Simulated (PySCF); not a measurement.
Vertical excitations of a molecule C3H7NOSi from TDA-PBE/def2-SVPD (PySCF), as energy in eV (oscillator strength): 5.54 (0.008), 5.75 (0.087), 5.79 (0.000), 6.21 (0.000), 6.29 (0.017), 6.38 (0.001), 6.44 (0.000), 6.70 (0.018), 6.85 (0.000), 6.94 (0.005). Lowest triplet (TDA): 4.12 eV. Coordinates come from a r2SCAN-D4/def2-SVP optimisation. The values are those of a single conformer.

Q: Which structure fits?
A) C[C@H]1OC=N[SiH2]1
B) [SiH3]C1=NCCO1
C) COC1=N[SiH2]C1
D) C[SiH2]C1=NCO1

A: B, [SiH3]C1=NCCO1
